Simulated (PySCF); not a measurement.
## State search for CaCl

Unrestricted PBE0; Ca x2c-TZVPall, Cl x2c-TZVPall; spin-free X2C with a Gaussian nucleus (PySCF 2.14). Outer shells of the fragments: Ca 4s2; Cl 3s2 3p5.

Followed along the bond (rough minima from three points):

```csv
2Ms+1,unpaired,⟨S²⟩ at the start,R at minimum (Å),Te (eV)
2,σ ↑,0.75,2.44,0.00
4,"σ ↑, π ↑↑",3.75,none in the scan,≤ 5.98
```

Solutions found at the starting distance of 2.560 Å, counted from the lowest of them; the search is not exhaustive and high or unbound solutions are not listed, so other states can lie among these:

| 2Ms+1 | unpaired | term | E (eV) | ⟨S²⟩ | ⟨Lz²⟩ | μ (D) |
| --- | --- | --- | --- | --- | --- | --- |
| 2 | σ ↑ | ²Σ⁺ | 0.00 | 0.75 | 0.00 | -4.61 |
| 2 | π ↑ | ²Π | 1.74 | 0.75 | 1.00 | -4.66 |
| 2 | δ ↑ | ²Δ | 2.24 | 0.75 | 4.00 | -8.65 |
| 4 | σ ↑, π ↑↑ | mixed | 6.13 | 3.75 | 2.03 | 2.30 |
| 4 | σ ↑, π ↑↑ | mixed | 6.23 | 3.75 | 2.01 | 3.34 |
| 4 | σ ↑↑, π ↑ | mixed | 6.35 | 3.75 | 1.41 | 4.91 |

A term symbol is given only where ⟨S²⟩ and ⟨Lz²⟩ are close to those of a pure state; real π, δ and φ orbitals otherwise mix terms. A positive dipole means Ca(−)Cl(+).

Counting both spins, an empty level lies below a filled one in some of these solutions, because spin and occupation are held.
